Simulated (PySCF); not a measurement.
**Bond curve of GeSb**

Set-up: basis Ge x2c-SVPall, Sb x2c-SVPall; spin-free X2C with a Gaussian nucleus; PySCF 2.14. Energies in eV from Ge + Sb in their ground configurations at the same level. All curves are PBE0. state 1: ²Π (doublet), unpaired electrons π ↑; state 2: ²Σ⁺ (doublet), unpaired electrons σ ↑, a second solution, started from another occupation; state 3: ⁴Π (quartet), unpaired electrons π ↑↑↑, a second solution, started from another occupation; state 4: Ms = 0.5 determinant of mixed spin (⟨S²⟩ near 1.8), unpaired electrons π ↑↑↓, a mixture of terms (⟨Lz²⟩ = 3.0), a second solution, started from another occupation.

```json
{"R (Å)": "2.099", "state 1": "-1.333", "state 2": "-1.688", "state 3": "1.437", "state 4": "1.817"}
{"R (Å)": "2.197", "state 1": "-2.065", "state 2": "-2.136", "state 3": "0.307", "state 4": "0.679"}
{"R (Å)": "2.295", "state 1": "-2.464", "state 2": "-2.300", "state 3": "-0.463", "state 4": "-0.097"}
{"R (Å)": "2.368", "state 1": "-2.604", "state 2": "-2.294", "state 3": "-0.862", "state 4": "-0.502"}
{"R (Å)": "2.441", "state 1": "-2.641", "state 2": "-2.208", "state 3": "-1.144", "state 4": "-0.789"}
{"R (Å)": "2.514", "state 1": "-2.601", "state 2": "-2.068", "state 3": "-1.333", "state 4": "-0.982"}
{"R (Å)": "2.612", "state 1": "-2.465", "state 2": "-1.848", "state 3": "-1.474", "state 4": "-1.128"}
{"R (Å)": "2.734", "state 1": "-2.233", "state 2": "-1.558", "state 3": "-1.519", "state 4": "-1.178"}
{"R (Å)": "2.880", "state 1": "-1.930", "state 2": "-1.217", "state 3": "-1.447", "state 4": "-1.111"}
{"R (Å)": "3.076", "state 1": "-1.530", "state 2": "-0.799", "state 3": "-1.228", "state 4": "-0.897"}
```

**Question.** Put a parabola through the three lowest points of the state 1 curve and estimate Re, k and ωe (reduced mass 45.87 u; 1 eV/Å² = 0.16022 mdyn/Å; ωe = 1302.8·√(k/μ) cm⁻¹).

**Answer.** Through R = 2.368, 2.441, 2.514 Å the second-order coefficient is 7.22 eV/Å², so Re ≈ 2.440 Å, k ≈ 2.32 mdyn/Å and ωe ≈ 293 cm⁻¹. A polynomial fit of higher order to the unrounded PBE0 energies gives Re = 2.436 Å, k = 2.36 mdyn/Å, ωe = 296 cm⁻¹; anharmonicity and rounding make the difference.

The higher-order fit for each curve: state 1: Re = 2.436 Å, ωe = 296 cm⁻¹, De = 2.64 eV; state 3: Re = 2.721 Å, ωe = 201 cm⁻¹, minimum 1.52 eV below the ground-state fragments; state 4: Re = 2.727 Å, ωe = 200 cm⁻¹, minimum 1.18 eV below the ground-state fragments. State 2 gave no clean fit.

⟨S²⟩ of the unrestricted solution departs from its pure value on part of the curve, where spin states mix. Spin–orbit coupling is left out, which matters for elements this heavy, above all for dissociation energies. The state was picked by a PBE0 search and need not be the measured ground state.
